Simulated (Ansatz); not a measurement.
Correlation energies of `C[Si](C)(C)[CH2][Ga]([Cl])[Cl]` by basis set

```xyz
19

C     1.6366   -1.4930   -0.6772
Si    0.2914   -0.3962    0.0230
C     1.0360    0.8451    1.2158
C    -1.0038   -1.4233    0.8976
C    -0.5366    0.5449   -1.3895
Ga   -1.5805    2.0302   -0.7227
Cl   -0.8992    4.0589   -0.7685
Cl   -3.4796    1.7883    0.2402
H     2.1231   -2.0674    0.1161
H     1.2286   -2.2024   -1.4018
H     2.4053   -0.9021   -1.1820
H     0.2682    1.4444    1.7169
H     1.7145    1.5350    0.7068
H     1.6044    0.3373    1.9998
H    -0.5683   -1.9561    1.7472
H    -1.4368   -2.1678    0.2242
H    -1.8208   -0.8022    1.2748
H     0.2136    0.9521   -2.0728
H    -1.1961   -0.1258   -1.9476
```

The species carries charge 0 and has multiplicity 1. Correlated methods include outer-core shells of Ga, which these sets cover unevenly. Scalar relativity is left out up to krypton. The geometry is a stationary point of PBE0-D4/def2-TZVP. It is one conformer, not always the lowest. Frozen core, restricted reference, Ansatz.

| basis | HF (Eh) | MP2 corr. | CCSD corr. | (T) | CCSD(T) total |
| --- | --- | --- | --- | --- | --- |
| def2-SVP | -3288.49535 | -1.14860 | -1.22915 | -0.03634 | -3289.76084 |
| def2-TZVPP | -3289.33622 | -1.43088 | -1.51290 | -0.06386 | -3290.91298 |
| def2-QZVPP | -3289.41753 | -1.77107 | – | – | – |
